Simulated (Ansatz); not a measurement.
# Loss of HF: C3H2F6 → C3HF5 + HF

Gas-phase species: C3H2F6 `FCC(F)(F)C(F)(F)F`, singlet; C3HF5 `F/C=C(\F)C(F)(F)F`, singlet; HF (hydrogen fluoride), singlet. This is a balance of energies; it says nothing on the path, which may need atoms to shift.

Shapes, held fixed at every level: PBE0-D4/def2-TZVP. Flexible molecules stand in one conformer, not always the lowest. Programs: Ansatz 0.2.0. The zero-point and thermal change to 298 K, harmonic and unscaled (PBE0-D4/def2-TZVP), is -10.4 kJ/mol.

| level | kind | ΔH(298 K) (kJ/mol) | less CCSD(T)/CBS estimate |
| --- | --- | --- | --- |
| HF/def2-SVP | Hartree–Fock | +115.3 | +34.5 |
| B3LYP-D4/def2-TZVPP | global hybrid | +77.3 | -3.5 |
| BHLYP-D4/def2-TZVPP | global hybrid | +95.6 | +14.8 |
| PBE0-D4/def2-TZVPP | global hybrid | +92.1 | +11.3 |
| wB97M-V/def2-TZVPP | range-separated hybrid | +93.9 | +13.1 |
| B2PLYP/def2-TZVPP | double hybrid | +77.7 | -3.1 |
| MP2/def2-SVP | perturbation theory | +107.7 | +26.9 |
| CCSD(T)/CBS estimate | coupled cluster or CI | +80.8 | 0.0 |

The highest level, CCSD(T)/CBS estimate, gives ΔH(298 K) = +80.8 kJ/mol; the levels span +77.3 to +115.3. The column of differences is taken from that level and isn't an error. No measured value is set beside it here. The CBS estimate extrapolates MP2 from def2-TZVPP and def2-QZVPP and adds CCSD(T) − MP2 in the triple-zeta set, cores frozen.
